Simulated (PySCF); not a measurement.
# Two-component Hartree-Fock for Re(44+) (rhenium, charge +44)

Start: [Ar] 3d10 4s2 4p1; 4p1/2 filled at m_j = +1/2. Calculated with PySCF 2.14 in an even-tempered Gaussian basis (16 s from 5.8 bohr⁻², ratio 2.8; 13 p from 7.5 bohr⁻², ratio 2.8; 8 d from 13 bohr⁻², ratio 2.8; 4 f from 32 bohr⁻², ratio 3): generalised Hartree-Fock with the X2C-1e Hamiltonian and a Gaussian nucleus; one run each with spin-orbit coupling (SO) switched off, then screened by Boettger's factors.

| spinor shell | electrons | ε, spin-free (eV) | ε, screened SO (eV) | weight of nominal j (screened SO) | rms radius, screened SO (bohr) |
| --- | --- | --- | --- | --- | --- |
| 1s1/2 | 2 | -74267.0 | -74242.1 | 1.000 | 0.0204 |
| 2s1/2 | 2 | -14802.1 | -14793.4 | 1.000 | 0.0822 |
| 2p1/2 | 2 | -13201.2 | -14234.7 | 1.000 | 0.0698 |
| 2p3/2 | 4 | -13201.2 | -12782.7 | 1.000 | 0.0773 |
| 3s1/2 | 2 | -5043.4 | -5039.8 | 1.000 | 0.208 |
| 3p1/2 | 2 | -4559.4 | -4796.4 | 1.000 | 0.199 |
| 3p3/2 | 4 | -4559.4 | -4460.2 | 1.000 | 0.213 |
| 3d3/2 | 4 | -4027.1 | -4068.5 | 1.000 | 0.186 |
| 3d5/2 | 6 | -4027.1 | -3995.6 | 1.000 | 0.190 |
| 4s1/2 | 2 | -2380.6 | -2379.5 | 1.000 | 0.435 |
| 4p1/2 | 1 | -2221.6 | -2296.0 | 1.000 | 0.423 |

```csv
quantity,spin-free,screened SO
E (hartree),-15368.88307,-15391.61375
M_J,1/2,1/2
⟨J²⟩,1.104,0.751
⟨L²⟩,2.004,2.059
⟨S²⟩,0.751,0.806
```

Each row is a mean over spinors that exchange with the open shell spreads, by up to 7.031 eV (3p1/2).

Breit and QED terms are absent; they matter most for the inner s and p1/2 levels.

Densities and radii are taken from the X2C orbitals without a picture-change correction, which distorts them close to the nucleus.

Without spin-orbit coupling the j labels of p, d and f shells carry no meaning; the spin-free column gives the mean over the occupied spinors of each nl shell, and its ⟨J²⟩ belongs to a mixture of degenerate components.
